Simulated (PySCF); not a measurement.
Species: C3H7FOSi.
Numbering: `[F:1][CH2:2]/[CH:3]=[CH:4]/[O:5][SiH3:6]`

Geometry (PBE0-D3(BJ)/def2-SVP, Å), atoms numbered from 1 in this order:
```
atom  x, y, z in Å
F1    -2.3741    1.7104    0.9341
C2    -2.1469    0.7111    0.0103
C3    -0.7075    0.3487   -0.0551
C4    -0.2580   -0.8452    0.3534
O5     1.0110   -1.2784    0.3360
Si6    2.3618   -0.4225   -0.2018
H7    -2.5062    1.0791   -0.9669
H8    -2.7539   -0.1684    0.2870
H9    -0.0151    1.1076   -0.4380
H10   -0.9456   -1.6033    0.7482
H11    2.2008   -0.0748   -1.6440
H12    3.5057   -1.3476   -0.0018
H13    2.5355    0.8241    0.5987
```

Lines to be assigned: C 1s: 290.32 (area 1), 292.44 (area 1), 293.09 (area 1) eV; O 1s: 538.85 eV; F 1s: 691.94 eV; Si 1s: 1847.80 eV; Si 2p3/2: 107.93 eV.

Method: PySCF, delta-SCF UKS SCAN, pcX-2 on the ionised atom, pcseg-1 elsewhere, spin-free X2C. The structure is a single PBE0-D3(BJ)/def2-SVP conformer in the gas phase; no vibrational or solvent corrections.

**Question.** Order the carbon atoms by C 1s binding energy.

**Answer.** 290.32 eV: C3 (alkene CH carbon); 292.44 eV: C4 (vinylic carbon bearing oxygen); 293.09 eV: C2 (sp3 C–F carbon). The listed C 1s values span 2.77 eV, from C3 (bonded to C (double bond), C and H) to C2 (bonded to F, C and 2 H). The widest gap between neighbouring values is 2.12 eV, between 290.32 and 292.44 eV.

Bonded neighbours of each site: F1: C; C2: F, C and 2 H; C3: C (double bond), C and H; C4: O, C (double bond) and H; O5: C and Si; Si6: O and 3 H.

**Question.** What is the longest wavelength that can ionise O 1s of O5 vertically?

**Answer.** λ = hc/E = 12398.42 eV Å / 538.85 eV = 23.009 Å.

The 2p values add to the ΔSCF energy of one spin-free hole a correction within the shell (spin–orbit coupling, ligand field). 2p1/2 minus 2p3/2 (ligand field included): Si 0.63 eV.
